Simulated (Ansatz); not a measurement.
Species: AlHCl$_{2}$, charge 0, singlet. AlHCl2 (SMILES [Cl][AlH][Cl]).
B3LYP-D3(BJ)/def2-TZVP minimum from Ansatz (a quantum-chemistry and plane-wave program):
```xyz
4

Al    -0.4687    -0.5272     0.1773
H     -1.4719    -1.6557     0.5570
Cl     1.4529    -0.4793     0.9988
Cl    -1.0079     0.9798    -1.1671
```
Charge 0, spin multiplicity 1.

Property: atomisation energy (electronic, to ground-state atoms), in kJ/mol. UHF or UKS for unpaired electrons; spin-orbit terms are left out. CBS(X,Y): correlation extrapolated as X^-3, Hartree-Fock from the larger set (Q,5: extrapolated as (X+1)exp(-9√X)). A bracket is a step between two methods taken in the basis named. Functionals run without relativity, which enters their misses. Double hybrids freeze cores in their MP2 part. 'core' is core correlation in cc-pwCVTZ (1s frozen past Ne), 'X2C' scalar relativity in cc-pVTZ-DK, both at CCSD(T). For partners of very few electrons the exact lower level stands in for a higher one.

CCSD(T)/CBS(cc-pV(Q+d)Z,cc-pV(5+d)Z) + [CCSDT(Q) - CCSD(T)]/cc-pV(T+d)Z + core + X2C (Ansatz) gives 1177.7 kJ/mol.

### Question
How far off this value is PBE/def2-TZVPD (Ansatz), in which direction, and which of these levels come nearer: r2SCAN/def2-TZVPD, B3LYP/def2-TZVPD, wB97M-V/def2-TZVPD, B2PLYP/def2-TZVPD, CCSD(T)/CBS(cc-pV(Q+d)Z,cc-pV(5+d)Z) + core + X2C?

### Answer
PBE gives 1150.6 kJ/mol, 27.1 kJ/mol below it. Differences of the others: r2SCAN/def2-TZVPD (Ansatz) 4.5; B3LYP/def2-TZVPD (Ansatz) -48.3; wB97M-V/def2-TZVPD (Ansatz) -1.7; B2PLYP/def2-TZVPD (Ansatz) -34.5; CCSD(T)/CBS(cc-pV(Q+d)Z,cc-pV(5+d)Z) + core + X2C (Ansatz) 0.4 kJ/mol. Nearer than PBE: r2SCAN/def2-TZVPD, wB97M-V/def2-TZVPD, CCSD(T)/CBS(cc-pV(Q+d)Z,cc-pV(5+d)Z) + core + X2C.
